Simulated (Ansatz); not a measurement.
Consider the ligand exchange at a Li–O bond: `[Li][O][Si](C)(C)C` + CH₃OH → `[Li][O]C` + `C[Si](C)(C)O`.

Isolated molecules relaxed with PBE0-D4/def2-TZVP in Ansatz; ΔE leaves out vibrations. CBS: MP2 limit from def2 TZ/QZ plus the TZ coupled-cluster correction, frozen cores. This one scheme is used for every species. Functionals use def2-TZVPP. B3LYP here is the variant with VWN-RPA as its local correlation; programs differ in this. HSE06 is defined as in plane-wave codes. For Li outer-core shells are correlated without core-valence functions, which leaves a few kJ/mol of doubt a bond. Each species was taken in one conformer, which may not be the lowest.

```json
{"level": "LDA (SPW92)", "ΔE (kJ/mol)": "20.7", "difference from CCSD(T)/CBS": "-15.3"}
{"level": "revPBE-D4", "ΔE (kJ/mol)": "26.5", "difference from CCSD(T)/CBS": "-9.5"}
{"level": "BLYP-D4", "ΔE (kJ/mol)": "25.9", "difference from CCSD(T)/CBS": "-10.1"}
{"level": "r2SCAN-D4", "ΔE (kJ/mol)": "29.8", "difference from CCSD(T)/CBS": "-6.2"}
{"level": "B97M-V", "ΔE (kJ/mol)": "28.3", "difference from CCSD(T)/CBS": "-7.7"}
{"level": "PBE0-D4", "ΔE (kJ/mol)": "28.7", "difference from CCSD(T)/CBS": "-7.3"}
{"level": "r2SCANh-D4", "ΔE (kJ/mol)": "30.5", "difference from CCSD(T)/CBS": "-5.5"}
{"level": "r2SCAN0-D4", "ΔE (kJ/mol)": "31.4", "difference from CCSD(T)/CBS": "-4.6"}
{"level": "HSE06-D4", "ΔE (kJ/mol)": "28.8", "difference from CCSD(T)/CBS": "-7.2"}
{"level": "BHLYP-D4", "ΔE (kJ/mol)": "32.0", "difference from CCSD(T)/CBS": "-4.0"}
{"level": "CAM-B3LYP-D4", "ΔE (kJ/mol)": "28.3", "difference from CCSD(T)/CBS": "-7.7"}
{"level": "ωB97X-V", "ΔE (kJ/mol)": "30.5", "difference from CCSD(T)/CBS": "-5.5"}
{"level": "ωB97M-V", "ΔE (kJ/mol)": "29.9", "difference from CCSD(T)/CBS": "-6.1"}
{"level": "B2PLYP", "ΔE (kJ/mol)": "30.1", "difference from CCSD(T)/CBS": "-5.9"}
{"level": "PBE-QIDH", "ΔE (kJ/mol)": "32.5", "difference from CCSD(T)/CBS": "-3.5"}
{"level": "PBE", "ΔE (kJ/mol)": "23.7", "difference from CCSD(T)/CBS": "-12.3"}
{"level": "revPBE", "ΔE (kJ/mol)": "24.3", "difference from CCSD(T)/CBS": "-11.7"}
{"level": "BLYP", "ΔE (kJ/mol)": "23.5", "difference from CCSD(T)/CBS": "-12.5"}
{"level": "PBE0", "ΔE (kJ/mol)": "27.5", "difference from CCSD(T)/CBS": "-8.5"}
{"level": "B3LYP", "ΔE (kJ/mol)": "26.5", "difference from CCSD(T)/CBS": "-9.5"}
{"level": "r2SCANh", "ΔE (kJ/mol)": "30.0", "difference from CCSD(T)/CBS": "-6.0"}
{"level": "r2SCAN0", "ΔE (kJ/mol)": "30.8", "difference from CCSD(T)/CBS": "-5.2"}
{"level": "HSE06", "ΔE (kJ/mol)": "27.5", "difference from CCSD(T)/CBS": "-8.5"}
{"level": "BHLYP", "ΔE (kJ/mol)": "30.0", "difference from CCSD(T)/CBS": "-6.0"}
{"level": "CAM-B3LYP", "ΔE (kJ/mol)": "26.9", "difference from CCSD(T)/CBS": "-9.1"}
{"level": "RPA@PBE/def2-TZVPP", "ΔE (kJ/mol)": "38.2", "difference from CCSD(T)/CBS": "2.2"}
{"level": "HF/def2-SVP", "ΔE (kJ/mol)": "35.2", "difference from CCSD(T)/CBS": "-0.8"}
{"level": "MP2/def2-SVP", "ΔE (kJ/mol)": "32.6", "difference from CCSD(T)/CBS": "-3.4"}
{"level": "CCSD/def2-SVP", "ΔE (kJ/mol)": "33.5", "difference from CCSD(T)/CBS": "-2.5"}
{"level": "CCSD(T)/def2-SVP", "ΔE (kJ/mol)": "33.4", "difference from CCSD(T)/CBS": "-2.6"}
{"level": "MP2/def2-TZVPP", "ΔE (kJ/mol)": "34.9", "difference from CCSD(T)/CBS": "-1.1"}
{"level": "SCS-MP2/def2-TZVPP", "ΔE (kJ/mol)": "36.1", "difference from CCSD(T)/CBS": "0.1"}
{"level": "CCSD/def2-TZVPP", "ΔE (kJ/mol)": "36.1", "difference from CCSD(T)/CBS": "0.1"}
{"level": "CCSD(T)/def2-TZVPP", "ΔE (kJ/mol)": "36.5", "difference from CCSD(T)/CBS": "0.5"}
{"level": "HF/def2-QZVPP", "ΔE (kJ/mol)": "36.1", "difference from CCSD(T)/CBS": "0.1"}
{"level": "MP2/def2-QZVPP", "ΔE (kJ/mol)": "34.6", "difference from CCSD(T)/CBS": "-1.4"}
{"level": "SCS-MP2/def2-QZVPP", "ΔE (kJ/mol)": "35.6", "difference from CCSD(T)/CBS": "-0.4"}
{"level": "HF/CBS(def2)", "ΔE (kJ/mol)": "36.1", "difference from CCSD(T)/CBS": "0.1"}
{"level": "MP2/CBS(def2)", "ΔE (kJ/mol)": "34.4", "difference from CCSD(T)/CBS": "-1.6"}
{"level": "CCSD/CBS(def2)", "ΔE (kJ/mol)": "35.6", "difference from CCSD(T)/CBS": "-0.4"}
{"level": "CCSD(T)/CBS", "ΔE (kJ/mol)": "36.0", "difference from CCSD(T)/CBS": "0"}
```

Problem. What do rigid-rotor, harmonic-oscillator terms from PBE0-D4/def2-TZVP frequencies (298.15 K, 1 bar) make of the CCSD(T)/CBS value? (Estimate.)

Solution. Computed: ΔZPE = -3.0 kJ/mol, ΔH = +32.9 kJ/mol, ΔS = 0 J/(mol·K), ΔG = +33.0 kJ/mol.

Largest T1 diagnostic among the species: 0.013.

Leaving LDA and LC-ωPBE aside and taking each functional with its dispersion term where it has one, the values, not all of them listed here, spread over 7.4 kJ/mol, from PBE-D4 to PBE-QIDH. From PBE to PBE0 (25 % exact exchange), in def2-TZVPP and without D4, ΔE moves by +3.8 kJ/mol.
